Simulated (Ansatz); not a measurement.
C₄H₆Br₂, singlet, geometry from GFN2-xTB; PBE0/def2-TZVPD run with Ansatz (a quantum-chemistry and plane-wave program).

Here is a job for Ansatz.
Ansatz 0.2 input:
```yaml
crystal:
  periodic: [false, false, false]
  atoms:
    - {symbol: C, position_ang: [-2.72387746, -0.59242529, 0.26319336]}
    - {symbol: C, position_ang: [-1.60210355, 0.25167863, 0.80787949]}
    - {symbol: C, position_ang: [-0.60316232, -0.32840712, 1.77546988]}
    - {symbol: C, position_ang: [-0.18491219, 0.02422941, 0.38566065]}
    - {symbol: Br, position_ang: [0.25055975, -1.38723255, -0.85385026]}
    - {symbol: Br, position_ang: [0.96420968, 1.56090336, 0.12972009]}
    - {symbol: H, position_ang: [-3.58411025, -0.53046792, 0.92653066]}
    - {symbol: H, position_ang: [-3.02279727, -0.23726635, -0.72168309]}
    - {symbol: H, position_ang: [-2.42678401, -1.63495082, 0.17924004]}
    - {symbol: H, position_ang: [-1.87512786, 1.29112813, 0.95876560]}
    - {symbol: H, position_ang: [-0.68482879, -1.37861599, 2.01866131]}
    - {symbol: H, position_ang: [-0.23894845, 0.28124086, 2.58982105]}
basis:
  gaussian:
    orbitals: def2-TZVPD
hamiltonian:
  xc: pbe0
```

The log (banner, timings and long lists left out):

```
Functional definition: PBE0
1946 factors; their error is unknown
mean field evaluation 1: about -144307.3085 eV, gradient 6.6e1 eV
mean field evaluation 2: about -144294.1939 eV, gradient 9.5e1 eV
mean field evaluation 4: about -144317.2407 eV, gradient 7.7e0 eV
mean field evaluation 8: about -144317.3724 eV, gradient 4.5e-1 eV
mean field evaluation 16: about -144317.9720 eV, gradient 6.7e-4 eV
mean field -144317.97199431 eV, -5303.5876485561 hartree, gradient 5.5e-5 eV, S^2 0.000000; 0 other end points of the search recorded, 0 dependent functions left out
reference -144317.97204540 eV, -5303.5876504336 hartree; 50, 50 occupied and 266, 266 virtual orbitals, 1946 factors
Total energy: -144317.97204540 eV, -5303.5876504336 hartree
```
